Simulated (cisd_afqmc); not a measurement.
Input (AFQMC/CISD/cc-pV(D+d)Z; cisd_afqmc is a phaseless AFQMC code with CISD trial states that reads the integrals written by Ansatz): A basis named .json is the Basis Set Exchange file of that set.

Ansatz 0.2 input:
```python
import cisd_afqmc

open("ham.yaml", "w").write("""\
crystal:
  periodic: [false, false, false]
  atoms:
    - {symbol: N, position_ang: [-0.00000000, -0.00000000, -1.03778016]}
    - {symbol: S, position_ang: [0.00000000, 0.00000000, 0.45402882]}
basis:
  gaussian:
    orbitals: cc-pV_D+d_Z.json
magnetization: {spin_polarized: true, initial_magnetization: 1}
correlation: {method: ccsd, electrons: outside_noble_gas, hamiltonian_folder: ham}
""")
rep = cisd_afqmc.ansatz("ham.yaml")
e_ccsd = rep["correlation"]["coupled_cluster"]["energy"]["hartree"]
out = cisd_afqmc.run("ham", e_ccsd, trial="CISD", walkers=200, populations=8, threads=8, dt=0.005, steps=40, early=24, settle=10, least=32,
    cut=5e-5, rank_cut=2e-4, target=0.0004, seconds=1500, seed=1, memory=17280, gpu=False)
```

Output:

```
orbitals 31, occupied [6, 5], factors 177 of 366, rank of the doubles 163 of 280
E(HF) = -451.916296
E(CCSD) on the cut factors = -452.210494, shift to the whole factors -0.000007
Energy of the trial state on the determinant = -452.210496
  tau behind 7.2 of longer steps, mean of the populations' last blocks
   2.0  -452.22647
   4.0  -452.22699
   6.0  -452.22583
   8.0  -452.22592
  10.0  -452.22350
  12.0  -452.22425
  14.0  -452.22463
  16.0  -452.22546
  18.0  -452.22480
blocks 719 (3 outliers left out), error by blocks joined: 1: 0.00019, 2: 0.00024, 4: 0.00029, 8: 0.00034, 16: 0.00039
E(AFQMC/CISD) = -452.22511 +/- 0.00039
```

The determinant is spin-contaminated: <S^2> is 0.88, 0.13 over the pure value.
